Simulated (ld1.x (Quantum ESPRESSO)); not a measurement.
# Before and after: ultrasoft potential for P

- Element: P
- Generator: ld1.x (Quantum ESPRESSO) 7.5
- Type: ultrasoft
- Functional: PBE
- Relativity: scalar-relativistic
- Frozen core: [Ne]
- Valence charge: 5
- Reference configuration: 3s2 3p3
- Partial waves: 3s (bound): rcut 1.20, rcutus 1.65 bohr; 3s channel at 1.65 Ry: rcut 1.20, rcutus 1.65 bohr; 3p (bound): rcut 1.65, rcutus 2.20 bohr; 3p channel at 0.3 Ry: rcut 1.65, rcutus 2.20 bohr; 3d channel at -0.15 Ry: rcut 1.85, rcutus 2.45 bohr; 3d channel at 0.45 Ry: rcut 1.85, rcutus 2.45 bohr
- Local potential: all-electron potential smoothed inside 2.35 bohr (lloc = -1)
- Core correction: Bessel-smoothed model core inside 1.05 bohr
- Augmentation charge: PSQ, radius 1.20 bohr

Change: all radii but the core radius scaled by about 0.84 (s 1.40, p 1.86, d 2.06 bohr, rcut 1.02/1.40/1.56); local potential all-electron potential smoothed inside 1.98 bohr (lloc = -1); augmentation PSQ, radius 1.02 bohr.

Cutoffs: the cutoffs (Ry, on a coarse ladder) from which the occupation-weighted sum of valence levels, in a spherical-Bessel basis at the reference potential, stays within 10 and 1 mRy of its value at 400 Ry; they do not see the model core or the augmentation charge, which bear on the density cutoff. Errors are all-electron minus pseudo energies relative to the spin-unpolarised reference configuration.

Q: What does the change do?

A: The potential gets harder (12 Ry and 18 Ry → 18 Ry and 25 Ry); of the 7 tests that both files solve, the error grows in 2 and shrinks in 2 by more than 15 % and 0.3 meV (median size 3.5 → 2.6 meV); neither file shows a bound ghost. A smaller radius makes the pseudo-wave follow the all-electron one further in, where it bends more sharply, so more plane waves are needed.

```tsv
quantity	base	changed
cutoff, loose	12 Ry	18 Ry
cutoff, tight	18 Ry	25 Ry
loose cutoff by channel (10 mRy a level)	s 8 Ry, p 10 Ry	s 15 Ry, p 10 Ry
bound ghosts	none	none
error for 3s2 3p2, meV [ΔE 9.73 eV]	0.0	-0.2
error for 3s2 3p1, meV [ΔE 28.88 eV]	+3.5	+0.7
error for 3s2 3p0, meV [ΔE 58.62 eV]	+15	+2.6
error for 3s0 3p5, meV [ΔE 17.20 eV]	-4.5	-4.7
error for 3s1 3p3, meV [ΔE 18.85 eV]	-2.8	-3.8
error for 3s1 3p0, meV [ΔE 110.62 eV]	+6.8	-42
error for 3s1 3p4, meV [ΔE 8.53 eV]	-1.3	-1.3
lowest overlap eigenvalue by channel	s 0.39, p 0.86, d 0.95	s 0.51, p 0.81, d 0.95
```
